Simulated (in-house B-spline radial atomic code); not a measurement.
RPA and G0W0 for Hf⁴⁺, [Xe] 4f14, as one setting changes: the share of exact exchange in the PBE hybrid start. A dash marks a level of low quasi-particle weight. Computed with a B-spline radial code for spherical atoms: all electrons, scalar-relativistic (spin-free one-electron X2C), finite nucleus, each spin shell either full or empty, empty states to l = 9 with an (l + 1/2)⁻⁴ tail; G0W0 by contour deformation at full frequency.

Without the two-electron picture change, the correlation of inner shells comes somewhat too large for so heavy an element.

```
share of exact exchange in the PBE hybrid start  mean-field level (eV)  G0W0 level (eV)  RPA correlation (Eh)
                                              0                 -57.88        4f -69.33               -6.3634
                                            0.1                 -59.41        4f -69.33               -6.3113
                                            0.2                 -60.96        4f -69.31               -6.2608
                                            0.3                      ?                ?                     ?
                                            0.4                 -64.08        4f -69.20               -6.1642
                                            0.5                 -65.66        4f -69.13                -6.118
                                            0.6                 -67.26        4f -69.04                -6.073
                                            0.7                      ?                ?                     ?
                                            0.8                 -70.48        4f -68.83               -5.9865
                                            0.9                 -72.11        4f -68.71               -5.9448
                                              1                 -73.75        4f -68.59               -5.9041
```

What belongs in the row for 0.3?

mean-field level (eV): -62.51; G0W0 level (eV): 4f -69.26; RPA correlation (Eh): -6.2118.

What belongs in the row for 0.7?

mean-field level (eV): -68.86; G0W0 level (eV): 4f -68.94; RPA correlation (Eh): -6.0292.

At what share of exact exchange does G0W0 leave the highest level unchanged?

Near 0.70, where the shift changes sign (-0.077 eV at 0.7, +1.649 eV at 0.8).
